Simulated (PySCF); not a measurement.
## Identify the compound

The spectra below were simulated for a compound CH$_{11}$NSi$_{3}$.

$^{1}$H NMR (400 MHz, computed): δ 5.45 (sept, 1H), 3.49 (d, 6H), 2.76 (s, 3H), -0.63 (br s, 1H).

$^{13}$C{$^{1}$H} NMR (computed): δ 36.7 (CH3).

PySCF calculation with GFN2-xTB geometry and σ from GIAO-PBE0/pcSseg-1; single conformer, no solvent, averaged over atoms made equivalent by symmetry, fast rotation or ring inversion, non-relativistic Hamiltonian.

Referencing at the same level of theory: $^{1}$H (31.72 ppm) and $^{13}$C (186.93 ppm) against TMS.

**Question.** Which candidate is it?
A. C[SiH2]N([SiH3])[SiH3]
B. CN[SiH]([SiH3])[SiH3]
C. NC([SiH3])([SiH3])[SiH3]

**Answer.** B. 

1. Rings plus π bonds: 0.
2. Carbon types of the structure: 1 × CH3, leaving 8 H on heteroatoms.
3. δC 36.7: methyl carbon bonded to N; deshielded by the electronegative neighbour.
4. δH 5.45: hydrogen on a silicon bonded to N, 2 Si.
5. δH 3.49: hydrogen on a silicon bonded to Si.
6. δH 2.76: hydrogen on a methyl carbon bonded to N; its carbon carries N, which withdraws density.
7. δH -0.63: hydrogen on a nitrogen bonded to C, Si; exchangeable, gas-phase position.

The others: C[SiH2]N([SiH3])[SiH3] has carbons computed at -3.6; NC([SiH3])([SiH3])[SiH3] would give 1 signal for carbon-bound and other non-exchanging H, not 3.

Exchangeable OH/NH protons stand at their gas-phase positions; hydrogen bonding in a real sample shifts them, mostly to higher δ. Shifts are as computed. Against solution values, carbons near 30 ppm lie about +3 ppm off and those near 130 ppm about +5 ppm. Of 1211 compounds with measured shifts, 218 miss one by over three times the rms of a fit or turn the order of signals round; such compounds aren't used in these exercises. No couplings were computed; multiplicities are counted from neighbouring protons, with m where these are inequivalent, close in shift, in a saturated or five-membered ring or joined by F or P, and br s for small geminal =CH2 splittings.
